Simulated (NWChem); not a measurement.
Species: CH3IMgO; SMILES C[O][Mg][I]

```xyz
7

Mg     0.0000     0.0000    -1.0548
I      0.0000     0.0000     1.4970
O      0.0000     0.0000    -2.8166
C      0.0000     0.0000    -4.1899
H     -0.0307     1.0264    -4.6067
H      0.9042    -0.4866    -4.6067
H     -0.8735    -0.5398    -4.6067
```
Atoms are numbered in this order, from 1.

All runs use the structure optimised with PBE0/def2-SVP. def2 effective core potentials on I; no spin-orbit coupling.

Question: List the 6 lowest vertical singlet excitations from PBE/def2-SVP with def2 effective core potentials on I, TDA (NWChem).

Answer: 
```
state  energy (eV)  oscillator strength  leading excitation (squared amplitude)
-----  -----------  -------------------  --------------------------------------
S1            3.67                0.012                      HOMO → LUMO (1.00)
S2            3.67                0.012                    HOMO−1 → LUMO (1.00)
S3            4.37                0.048                    HOMO−2 → LUMO (0.99)
S4            4.37                0.048                    HOMO−3 → LUMO (0.99)
S5            5.13                0.001                    HOMO → LUMO+2 (0.49)
S6            5.13                0.001                    HOMO → LUMO+1 (0.49)
```
